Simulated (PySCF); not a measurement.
H5PSi, SMILES [SiH3]P (connectivity only; charge and spin as stated), charge -1, multiplicity 2. Atoms are numbered in the order given.

```xyz
7

Si    -1.2911    -0.0726     0.0000
P      1.3705     0.1068     0.0000
H     -1.4138     0.8747     1.1798
H     -1.4138     0.8747    -1.1798
H     -2.7724    -0.6012     0.0000
H      1.5590    -0.8665     1.0341
H      1.5590    -0.8665    -1.0341
```
Charge -1, spin multiplicity 2.

Geometry: TPSSh-D3(BJ)/def2-SVPD. The multiplicity is an assumed one; other spin states were not compared.

All values below come from PBE/pcH-1 (PySCF).

Unrestricted Kohn–Sham, ⟨S²⟩ = 0.753. Hyperfine tensors hold the contact and dipolar terms, without spin-orbit corrections.

Estimate the hyperfine couplings. (An estimate is asked for; the answer gives what the named calculation found.)


```
nucleus     A(iso) (MHz)  A(iso) (G)  dipolar principal values (MHz)
----------  ------------  ----------  ------------------------------
29Si no. 1        -643.0      -229.4               -64.9, 25.3, 39.6
31P no. 2          149.8        53.5           -129.2, -122.6, 251.8
1H no. 3           -24.2        -8.6                 -4.5, -1.9, 6.4
1H no. 4           -24.2        -8.6                 -4.5, -1.9, 6.4
1H no. 5           185.5        66.2                 -4.7, -0.8, 5.5
1H no. 6            -8.7        -3.1                  -8.0, 0.6, 7.4
1H no. 7            -8.7        -3.1                  -8.0, 0.6, 7.4
```

And the g tensor (effective nuclear charges for spin-orbit coupling, GIAO)? (An estimate is asked for; the answer gives what the named calculation found.)

principal values 2.0006, 2.0030, 2.0040; isotropic 2.0025.
